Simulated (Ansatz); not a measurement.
Consider the substitution at a C–O bond: `C[O][Al]([F])[Br]` + `O[Si]1(F)CO1` → `CO[Si]1(F)CO1` + `[OH][Al]([F])[Br]`.

Gas-phase electronic energies from Ansatz, PBE0-D4/def2-TZVP geometries. CCSD(T)/CBS adds triple-zeta CCSD(T) − MP2 to the extrapolated MP2 energy (def2 sets, frozen cores). Functionals use def2-TZVPP. For Br outer-core shells are correlated without core-valence functions, which leaves a few kJ/mol of doubt a bond. Scalar relativity is left out up to krypton. Each species was taken in one conformer, which may not be the lowest.

```
             level  ΔE (kJ/mol)
           ωB97M-V         -0.7
            B2PLYP         -0.5
               PBE          0.0
     HF/def2-TZVPP          0.3
SCS-MP2/def2-TZVPP          0.0
   CCSD/def2-TZVPP          0.0
      HF/CBS(def2)          0.2
    CCSD/CBS(def2)         -0.8
```

Problem. What does CCSD(T)/CBS give? (Estimate.)

Solution. Computed: -1.0 kJ/mol. The listed levels differ from it by 0.3, 0.5, 1.0, 1.3, 1.0, 1.0, 1.2, 0.2 kJ/mol.

Largest T1 diagnostic among the species: 0.013.
